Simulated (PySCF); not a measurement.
Electron correlation in Cl³⁺ (chlorine, charge +3)

[Ne] 3s2 3p2, high-spin 3P determinant. Calculation: PySCF 2.14, in aug-cc-pV(Q+d)Z with one added diffuse shell each of s, p, d, f, g type (8s7p6d4f3g, 114 functions); no relativity, point nucleus. Frozen: [Ne]; 4 electrons correlated.

MP2 pair energies summed by pair of shells (mhartree):

| pair | energy | share (%) |
| --- | --- | --- |
| 3s-3p | -49.51 | 63.6 |
| 3s-3s | -20.36 | 26.2 |
| 3p-3p | -7.93 | 10.2 |

Total MP2 correlation energy: -77.80 mhartree.

Same-spin part -12.42 and opposite-spin part -65.38 mhartree; SCS-MP2 scales them by 1/3 and 6/5 to -82.59 mhartree.
